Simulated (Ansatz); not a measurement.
Relaxation of ClH3OZn (6 atoms, charge 0, multiplicity 1), to a largest force component of 0.03 eV/Å in at most 50 steps.

Computed with RKS LDA/def2-mTZVP in Ansatz.

```xyz
6
Properties=species:S:1:pos:R:3:forces:R:3
Zn -0.389 0.400 0.489 0.08 0.01 -0.03
Cl 1.934 -0.804 -1.894 -0.04 0.12 0.11
O -1.843 -0.566 0.642 0.04 0.04 0.01
H 1.728 0.191 -1.042 -0.04 -0.06 -0.01
H 0.868 1.249 0.306 -0.04 -0.10 -0.06
H -2.298 -0.470 1.500 0.00 -0.01 -0.01
```

Task: Where does it end, and by what steps?

Result: The run converged. After 20 steps the energy has fallen by 0.119 eV; Cl2 moved furthest, 1.09 Å. Joined: Zn1–Cl2.

| step | energy less start (eV) | largest force component (eV/Å) | accepted |
| --- | --- | --- | --- |
| 0 | 0.0000 | 0.117 | yes |
| 1 | -0.0159 | 0.263 | yes |
| 2 | -0.0098 | 0.391 | no |
| 3 | -0.0228 | 0.041 | yes |
| 4 | -0.0231 | 0.040 | yes |
| 5 | -0.0241 | 0.132 | yes |
| 6 | -0.0252 | 0.183 | yes |
| 7 | -0.0266 | 0.150 | yes |
| 8 | -0.0369 | 0.299 | yes |
| 9 | -0.0349 | 0.345 | no |
| 10 | -0.0466 | 0.124 | yes |
| 11 | -0.0527 | 0.250 | yes |
| 12 | -0.0563 | 0.359 | yes |
| 13 | -0.0716 | 0.127 | yes |
| 14 | -0.0749 | 0.749 | yes |
| 15 | -0.0919 | 0.593 | yes |
| 16 | -0.1141 | 0.087 | yes |
| 17 | -0.1159 | 0.104 | yes |
| 18 | -0.1170 | 0.160 | yes |
| 19 | -0.1187 | 0.089 | yes |
| 20 | -0.1195 | 0.007 | yes |

```xyz
6
Properties=species:S:1:pos:R:3
Zn -0.213 0.567 0.575
Cl 1.000 -0.845 -1.338
O -1.425 -0.719 0.467
H 2.062 -0.102 -1.530
H 0.758 1.724 0.755
H -2.183 -0.626 1.071
```

Whether the end is a true minimum wasn't checked by a vibrational analysis.

Time of the run: 20 s on 2 threads of Arm Neoverse V1, on a shared host, peak memory 0.15 GiB.
